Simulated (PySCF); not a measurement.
A small calculation by hand: chemical shift, span and skew from a shielding tensor

C₅H₉N, SMILES C=C(C)/N=C/C. Atoms are numbered in the order given.

```xyz
15

C     -1.3555     1.3607     0.4418
C     -1.0219     0.1094     0.0764
C     -1.9707    -1.0574     0.1232
N      0.2322    -0.2097    -0.4679
C      1.3020     0.0827     0.1530
C      2.6604    -0.1721    -0.4187
H     -2.3617     1.5917     0.7970
H     -0.6478     2.1866     0.3411
H     -1.5708    -1.8537     0.7741
H     -2.0790    -1.4949    -0.8825
H     -2.9601    -0.7604     0.4970
H      1.2618     0.5482     1.1603
H      3.2493    -0.8211     0.2520
H      2.5777    -0.6436    -1.4074
H      3.2201     0.7750    -0.5111
```
Charge 0, spin multiplicity 1.

Coordinates come from a B3LYP-D3(BJ)/def2-SVP optimisation. The structure was generated by enumeration; whether it is a known compound was not checked. The values are those of a single conformer.

GIAO shieldings from PBE/pcSseg-1 (PySCF), non-relativistic, no solvent. The symmetric part of the tensor of C1 has the principal values 16.0, 92.7, 146.0 ppm. The same nucleus in TMS has σ = 182.0 ppm at this level (PySCF, at its B3LYP-D3(BJ)/def2-TZVP geometry).

**Question.** Work out the isotropic shielding, the ¹³C shift against TMS, the span and the skew.

**Answer.** 
σ(iso) = (σ11 + σ22 + σ33)/3 = 84.9 ppm. δ = σ(ref) − σ(iso) = 182.0 − (84.9) = 97.1 ppm.
Span Ω = σ33 − σ11 = 130.0 ppm. Skew κ = 3(σ(iso) − σ22)/Ω = -0.18. Tumbling in solution averages the tensor to δ; in a static solid the shielding alone would spread this spin-1/2 line over Ω.
